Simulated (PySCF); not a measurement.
## Worked example: chemical shift, span and skew from a shielding tensor

CH5ClGeO, SMILES C[O][GeH2][Cl]. Atoms are numbered in the order given.

```xyz
9

Ge     0.4277    -0.2324    -0.5093
Cl     0.8460     1.2224     1.0670
O     -1.0447    -1.1454    -0.0700
C     -2.2676    -0.4465     0.1023
H      1.5524    -1.2845    -0.5493
H      0.1939     0.5832    -1.8086
H     -2.2137     0.2931     0.9333
H     -2.5857     0.0943    -0.8208
H     -3.0531    -1.1895     0.3501
```
Charge 0, spin multiplicity 1.

The structure is a stationary point at PBE-D3(BJ)/def2-SVP. This is a generated structure with no PubChem entry under its InChIKey; it may be hypothetical. The values are those of a single conformer.

GIAO shieldings from PySCF with PBE0/pcSseg-1, non-relativistic, no solvent. The symmetric part of the tensor of C4 has the principal values 96.9, 103.1, 180.5 ppm. The same nucleus in TMS has σ = 186.3 ppm at this level (PySCF, at its B3LYP-D3(BJ)/def2-TZVP geometry). Without spin–orbit terms, shifts of atoms bonded to Cl or Br come out too high.

Work out the isotropic shielding, the ¹³C shift against TMS, the span and the skew.


σ(iso) = (σ11 + σ22 + σ33)/3 = 126.8 ppm. δ = σ(ref) − σ(iso) = 186.3 − (126.8) = 59.5 ppm.
Span Ω = σ33 − σ11 = 83.6 ppm. Skew κ = 3(σ(iso) − σ22)/Ω = 0.85. Tumbling in solution averages the tensor to δ; in a static solid the shielding alone would spread this spin-1/2 line over Ω.
